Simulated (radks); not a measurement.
The numbers below are computed, except where a source is named.
Q: Valence configurations of Mo+ (all share [Kr]). Code: a radial shooting solver on a logarithmic mesh with Libxc functionals. Model: Dirac Kohn-Sham, PBE, spin-unpolarised, spherical densities, finite nucleus; open shells fill j = l - 1/2 first; Fermi nuclear charge, rms radius 4.4091 fm. Order these by energy: 4d4.5 5p0.5; 4d3 5p2; 4d4 5p1; 4d2 5s1 5p2; 4d4.5 5s0.5; 4d1.5 5s1.5 5p2; 4d4 5s1; 4d3 5s2; 4d5; 4d3 5s1 5p1.

A: From the lowest, in eV above it: 4d5 0.000; 4d4.5 5s0.5 0.368; 4d4 5s1 1.033; 4d4.5 5p0.5 2.350; 4d3 5s2 3.614; 4d4 5p1 5.192; 4d3 5s1 5p1 8.134; 4d3 5p2 12.737; 4d2 5s1 5p2 17.590; 4d1.5 5s1.5 5p2 20.647. NIST lists [Kr] 4d5 as the ground configuration; this level of theory agrees among the configurations tried. The energies are those of spherical spin-averaged densities, not of single terms.
